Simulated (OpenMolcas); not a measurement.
# W+: effect of the basis set

- Program: OpenMolcas
- Method: SS-CASPT2, IPEA 0.25 Eh, imaginary shift 0.1 Eh (closed shells correlated: 5s 5p)
- Active space: 5 electrons in 6 orbitals (5d 6s)
- State averaging: 2S+1 = 6 even, 6 roots; 2S+1 = 4 even, 81 roots kept (CI in the orbitals of an earlier block); 2S+1 = 2 even, 125 roots kept (CI in the orbitals of an earlier block, 113 in the spin-orbit step)
- Spin-orbit coupling: RASSI with atomic mean-field integrals over the reference wave functions, term energies averaged over their components

A. ANO-R2 [8s6p5d3f2g], X2C, finite nucleus; CASPT2 step about 100 core-seconds
B. ANO-RCC-VTZP [8s7p5d3f2g1h], DKH2, point nucleus; CASPT2 step about 110 core-seconds
C. ANO-R3 [9s7p6d4f3g2h], X2C, finite nucleus; CASPT2 step of the order of 5 core-minutes
D. ANO-RCC-VQZP [9s8p6d4f3g2h], DKH2, point nucleus; CASPT2 step of the order of 4 core-minutes

Energies in eV above 5d⁴ 6s ⁶D_1/2, the measured ground level; measured values from NIST Handbook of Basic Atomic Spectroscopic Data.

```csv
Level,A,B,C,D,Measured
5d⁴ 6s ⁶D_1/2,0.0000,0.0000,0.0000,0.0000,0.0000
5d⁴ 6s ⁶D_3/2,0.1976,0.1937,0.2028,0.2046,0.1883
5d⁴ 6s ⁶D_5/2,0.412,0.406,0.420,0.424,0.3933
5d⁴ 6s ⁶D_7/2,0.600,0.595,0.607,0.614,0.5847
5d⁴ 6s ⁶D_9/2,0.764,0.763,0.770,0.780,0.7621
5d⁵ ⁶S_5/2,1.036,0.985,0.960,0.966,0.9200
5d⁴ 6s ⁴P_1/2(1) [59 %],1.187,1.203,1.163,1.177,
5d⁴ 6s ⁴F_3/2(1) [56 %],1.479,1.525,1.461,1.491,
5d⁴ 6s ⁴F_5/2(1) [73 %],1.581,1.626,1.555,1.588,
5d⁴ 6s ⁴F_7/2(1) [63 %],1.759,1.802,1.723,1.757,
5d⁴ 6s ⁴D_1/2(1) [65 %],1.762,1.766,1.692,1.712,
5d⁴ 6s ⁴F_9/2(1) [50 %],1.939,1.978,1.900,1.933,
5d⁴ 6s ⁴D_3/2(1) [68 %],1.995,1.998,1.924,1.949,
5d⁴ 6s ⁴H_7/2 [53 %],2.089,2.138,2.018,2.052,
5d⁴ 6s ⁴H_11/2 [55 %],2.365,2.398,2.274,2.307,
5d⁴ 6s ²P_1/2 [50 %],2.525,2.592,2.462,2.502,
5d⁴ 6s ⁴F_3/2(2) [56 %],2.530,2.590,2.486,2.530,
5d⁴ 6s ⁴G_9/2 [52 %],2.595,2.634,2.508,2.544,
5d⁴ 6s ⁴H_13/2,2.619,2.665,2.529,2.566,
5d⁴ 6s ²F_5/2(1) [61 %],2.647,2.682,2.555,2.593,
5d⁴ 6s ⁴F_5/2(2) [58 %],2.797,2.854,2.746,2.794,
5d⁴ 6s ⁴G_11/2 [52 %],2.803,2.835,2.706,2.745,
5d⁴ 6s ⁴D_3/2(2) [58 %],3.007,3.066,2.935,2.977,
5d⁴ 6s ²H_11/2(1) [71 %],3.182,3.242,3.059,3.103,
```

Deviations, from unrounded energies. A percentage is the sum of absolute deviations over the sum of measured energies, with the sign that they share, or ± where signs differ.

```tsv
Against measurement	Levels	A	B	C	D
mean absolute deviation (cm-1)	5	260	150	180	230
fine structure of the ground term (%)	4	+2.4	+1.5	+3.7	+4.8
other configurations (%)	1	+12.6	+7.1	+4.4	+5.0
```

B lies closest to measurement on these levels and A furthest from it. The largest miss of B in the table is 5d⁵ ⁶S_5/2, by +530 cm-1. The ranking rests on the paired levels alone, and a cruder setting can come out closer through cancelling errors.

The two smallest mean deviations differ by little beside CASPT2's spread within terms, so their order carries little weight.

Among A to D the level of the table that moves most is 5d⁴ 6s ²H_11/2(1) [71 %], by 1500 cm-1 (lowest in C, highest in B). Moves below CASPT2's spread within the term are not significant.

CASPT2 breaks the degeneracy within a term, and the mean is taken; among the terms shown or strongly mixed into the levels shown the widest spread is 730 cm-1 (5d⁴ 6s ²H(1), C). Some high roots are left out of the spin-orbit mixing, which shifts the levels that they would mix with. Terms from blocks run as CI alone lack orbitals of their own. Configurations are named by rounded mean occupations; where the s occupation lies near a half they are strongly mixed, a name can repeat and a true partner stay unpaired. A single d shell beside an s shell can misplace configurations of different d count against each other. The CASPT2 spread within a term exceeds the gap to the next term for 5d⁴ 6s ⁴F(2) and 5d⁴ 6s ²G(1), so the order of their levels is uncertain (holds for D). Measured partners are found by configuration, term and J. A level has none where our copy of the source lacks it or the pairing is in doubt (some pairs that miss far off the trend of their configuration count as doubtful), and it then counts in no deviation. Only configurations of the active space appear. The table leaves out levels that lie high or whose names do not pair safely across all columns.

A share in square brackets marks a mixed level and gives the weight of the term that names it, the lowest over the columns. A number in round brackets counts repeated terms of one configuration in the order of the reference energies.
